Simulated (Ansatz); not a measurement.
Born–Oppenheimer molecular dynamics of AlH₄NSSi (8 atoms, charge 0, multiplicity 1). It starts from a relaxed structure.

Method: RKS CAM-B3LYP/STO-3G (Ansatz).

```yaml
ensemble: NVT, Nosé–Hoover chain
time_step: 0.5 fs
steps_asked: 266
set_temperature: 400 K
thermostat: time constant 100 fs, chain length 3 (defaults)
masses: H 3.016 u
seed: 138348
```

First frame:

```xyz
8
Properties=species:S:1:pos:R:3
N -1.084 1.771 -0.223
Al -0.281 0.250 -0.232
Si 1.036 -1.329 0.517
S -0.079 -1.478 -1.356
H -1.000 2.492 0.510
H -1.729 2.104 -0.958
H 2.460 -1.430 0.302
H 0.676 -2.380 1.440
```

Q: How far do the bonds stretch over the last three quarters of this one trajectory? (Pairs bonded in most of those frames.)

A: 
| bond | mean (Å) | spread (Å) | shortest | longest |
| --- | --- | --- | --- | --- |
| N1–Al2 | 1.724 | 0.021 | 1.68 | 1.76 |
| N1–H5 | 1.035 | 0.021 | 1.00 | 1.07 |
| N1–H6 | 1.034 | 0.020 | 1.00 | 1.07 |
| Al2–Si3 | 2.194 | 0.046 | 2.11 | 2.27 |
| Al2–S4 | 2.071 | 0.016 | 2.04 | 2.10 |
| Si3–S4 | 2.197 | 0.023 | 2.15 | 2.23 |
| Si3–H7 | 1.448 | 0.040 | 1.39 | 1.51 |
| Si3–H8 | 1.445 | 0.017 | 1.41 | 1.48 |

Mean temperature of the second half: 280 K. The conserved energy stayed within 0.13 meV per atom of its start (net change 0.13 meV per atom), so the integration is sound. The mean temperature of the second half is 30 % below the set value. A run of 0.13 ps of so small a system gives no equilibrium averages. Limits of this set-up: minimal basis.

Run time: 5 min on 1 thread of Arm Neoverse V2, with other jobs on the host, peak memory 0.089 GiB.
